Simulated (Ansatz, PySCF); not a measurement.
Molecule: SiH$_{3}$ (charge -1, singlet). 
Geometry from a B3LYP-D3(BJ)/def2-TZVP (Ansatz, a first-principles code) optimisation:
```xyz
4

Si    -0.0016    -0.0014     0.1456
H     -1.2792    -0.2135    -0.6952
H      0.8413    -0.9975    -0.6801
H      0.4598     1.2309    -0.6625
```
Charge -1, spin multiplicity 1.

Total electronic energies in hartree. Valence correlation only, unless marked. No spin-orbit coupling. No relativistic terms. FCI takes restricted orbitals. Basis-set limits of correlation are two-point, X^-3; Hartree-Fock from the larger set.

```tsv
level	program	energy (Eh)
HF/cc-pV(Q+d)Z	Ansatz	-290.64962
BP86-D3(BJ)/def2-TZVPD	PySCF + dftd3	-291.32000
MN15-D3(BJ)/def2-TZVPD	PySCF + dftd3	-291.16689
LC-wPBE/def2-TZVPD	Ansatz	-291.18890
MP2/aug-cc-pV(Q+d)Z	Ansatz	-290.81568
CCSD(T)/def2-SVP	Ansatz	-290.68173
CCSD(T)/cc-pV(5+d)Z	Ansatz	-290.84896
FCI/6-31G	Ansatz	-290.65460
CCSD(T)/CBS(aug-cc-pV(T+d)Z,aug-cc-pV(Q+d)Z)	Ansatz	-290.8528
```

Totals of different functionals don't rank their quality; only differences between species are comparable.
